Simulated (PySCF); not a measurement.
## Simulated absorption spectrum

Compound: C₃H₁₂NPSi.
Numbering: `[CH3:1][CH2:2][CH2:3][NH:4][SiH2:5][PH2:6]` (hydrogens: H7, H8, H9 on C1; H10, H11 on C2; H12, H13 on C3; H14 on N4; H15, H16 on Si5; H17, H18 on P6)

Geometry (PBE0-D3(BJ)/def2-SVP, Å), atoms numbered from 1 in this order:
```xyz
18
C3H12NPSi angstrom
C      2.869   -0.139   -0.505
C      1.533    0.255    0.103
C      0.420   -0.737   -0.205
N     -0.847   -0.346    0.371
Si    -2.398   -0.518   -0.369
P     -3.770    0.851    0.799
H      3.201   -1.125   -0.141
H      2.807   -0.198   -1.603
H      3.656    0.588   -0.256
H      1.634    0.345    1.200
H      1.219    1.250   -0.255
H      0.295   -0.809   -1.300
H      0.735   -1.749    0.126
H     -0.818   -0.220    1.378
H     -2.243   -0.176   -1.817
H     -3.027   -1.883   -0.307
H     -4.950    0.435    0.109
H     -3.551    1.986   -0.040
```

Method used: TDDFT B3LYP/def2-SVPD, vertical, gas phase, core orbitals frozen in the response in PySCF.

Broadening: Gaussians 0.4 eV wide at half height, area fixed by f = 4.319×10⁻⁹ ∫ε dν̃. The width is an assumption, not a result. The curve ends short of the highest state used, and states not computed would add to its high-energy end.

```csv
λ (nm),ε (L mol⁻¹ cm⁻¹)
190.0,11118
191.1,10486
192.2,9814
193.4,9015
194.5,8228
195.6,7415
196.7,6609
197.8,5840
198.9,5129
200.0,4486
201.2,3863
202.3,3355
203.4,2900
204.5,2491
205.6,2125
206.7,1802
207.8,1521
209.0,1265
210.1,1076
211.2,928
212.3,819
213.4,745
214.5,700
215.6,679
216.8,676
217.9,686
219.0,702
220.1,719
221.2,731
222.3,736
223.4,730
224.6,710
225.7,679
226.8,637
227.9,585
229.0,527
230.1,465
231.2,402
232.4,335
233.5,278
234.6,226
235.7,181
236.8,142
237.9,109
239.0,83
240.2,60
241.3,44
242.4,31
243.5,22
244.6,16
245.7,11
246.8,7
248.0,5
249.1,3
250.2,2
251.3,1
```

Problem. Where are the band maxima, and which computed states make them?

Solution. 222 nm (5.58 eV), ε about 740, made up of S1 (86%) and S2 (13%) (ε in L mol⁻¹ cm⁻¹; maxima over ε = 5, shares over 10%). At its high-energy end, 6.53 eV, the curve is still rising (ε about 11000, from S7 and S8). The states used: S1 5.53 eV (f 0.0097); S2 5.83 eV (f 0.0043); S3 6.15 eV (f 0.029); S4 6.35 eV (f 0.016); S5 6.41 eV (f 0.018); S6 6.47 eV (f 0.0083); S7 6.51 eV (f 0.085); S8 6.80 eV (f 0.156); S9 6.87 eV (f 0.038); S10 7.13 eV (f 0.048).

Problem. Coming from long wavelengths, where does ε first pass 100 L mol⁻¹ cm⁻¹?

Solution. At about 238 nm (5.20 eV), 0.33 eV below S1.

Problem. What would ε be at 5.58 eV, the highest of these maxima, with half the width (0.2 eV)?

Solution. About 1140 L mol⁻¹ cm⁻¹ against 736, a factor of about 1.5; a lone state at its own centre would give exactly 2.

Problem. On this curve, what absorbance would a 10⁻⁴ mol/L sample give at 248 nm over a 1 cm path?

Solution. 248 nm is 4.999 eV, where ε is about 4.7 L mol⁻¹ cm⁻¹, so A = ε c l ≈ 0.00047 (Beer–Lambert, with the gas-phase spectrum and the assumed width).

All these states lie below the vertical ionisation energy of 8.52 eV (ΔSCF).

One conformer stands for the species.
